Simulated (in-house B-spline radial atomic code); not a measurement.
Ionising the neon ion Ne³⁺ with different functionals

Computed with a B-spline radial code for spherical atoms: scalar-relativistic (spin-free X2C) Hamiltonian, Fermi nucleus of rms radius 3.0055 fm, spin-polarised at highest spin, spherical fractional occupations for the functionals, the average over the highest-spin determinants for Hartree-Fock. The ionisation energy is the difference of two self-consistent energies, [He] 2s2 2p3 → [He] 2s2 2p2, without Breit or QED terms; ε is the level of the shell that loses the electron (its least bound occupied spin orbital).

Hybrids are left out here: with spherical fractional occupations of an open shell their exact exchange keeps a self-interaction that integer-occupation calculations don't have.

```
           method          rung  ΔSCF (eV)  -ε(2p) (eV)
     Hartree-Fock  Hartree-Fock      96.97        98.48
         LDA VWN5           LDA          ?            ?
         LDA PW92           LDA      97.64        83.72
LDA exchange-only           LDA      96.22        82.37
              PBE           GGA      97.67        83.74
           PBEsol           GGA      97.50        83.59
             BLYP           GGA      97.62        83.62
             RPBE           GGA      97.63        83.71
             PW91           GGA      97.85        83.90
             BP86           GGA      97.68        83.74
             AM05           GGA      97.48        83.57
             OLYP           GGA      98.05        84.10
             TPSS      meta-GGA      98.03        84.15
             SCAN      meta-GGA      99.07        85.37
           r2SCAN      meta-GGA      98.98        85.29
          revTPSS      meta-GGA          ?            ?
```

(1) What does revTPSS give?

(2) What does LDA VWN5 give?

(3) How do they compare with the NIST value?

Results:

(1) ΔSCF 97.84 eV, and -ε(2p) = 83.99 eV.

(2) ΔSCF 97.65 eV, and -ε(2p) = 83.73 eV.

(3) NIST lists 97.190 eV ± 0.0025 (semi-empirical, ground level to ground level). Errors run from -0.97 to +1.88 eV; Hartree-Fock is closest (-0.22 eV), but part of that can be cancellation, since the calculations leave out spin-orbit coupling, Breit-QED terms, multiplet and fine-structure energies. Hartree-Fock also lacks correlation.
